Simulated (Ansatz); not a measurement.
The molecule ZrAs, multiplicity 4 (an upper state: multiplicity 2 came lower at PBE0/def2-TZVPP). No spin–orbit coupling. As is treated without relativity.

The constants come from a fifth-degree fit in 1/R (seven points, main isotopes). Runs in def2 and cc sets follow the lowest solution found near the PBE0 minimum.

The values were computed with Ansatz (an electronic-structure program). Values without a source in brackets are computed. In def2 rows elements past Kr take small-core potentials, without spin–orbit coupling.

| level | r_e (Å) | ω_e (cm⁻¹) | ω_e x_e (cm⁻¹) | α_e (cm⁻¹) | dipole (D) |
|---|---|---|---|---|---|
| PBE/def2-TZVPP | 2.451 | 308 | 0.66 | 0.00020 | 4.17 |
| PBE0/def2-TZVPP | 2.430 | 324 | 0.69 | 0.00019 | 5.01 |
| wB97X-V/def2-TZVPP | 2.418 | 337 | 0.63 | 0.00017 | 5.90 |
